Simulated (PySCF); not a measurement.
## Boron: a sound run and one with changed settings

Sound run: B⁺ [He] 2s2, B²⁺ [He] 2s1. Computed with PySCF 2.14 in cc-pVTZ-DK (4s3p2d1f, 30 functions), with scalar relativity by spin-free X2C-1e. In the sound run the correlated levels freeze 1s2. The sound run starts from symmetry-adapted Hartree-Fock orbitals and uses a fine grid where one is needed.

Changed run: initial guess sap, at most 50 SCF cycles.

```csv
species,method,sound run (hartree),changed run (hartree),converged
B⁺,UHF,-24.24351,-24.24351,yes
B⁺,M06-2X,-24.35192,-24.35192,yes
B⁺,CCSD(T),-24.30326,-24.30326,yes
B²⁺,PBE,-23.39435,-23.39435,yes
```

Here the plain start reaches the same solutions.
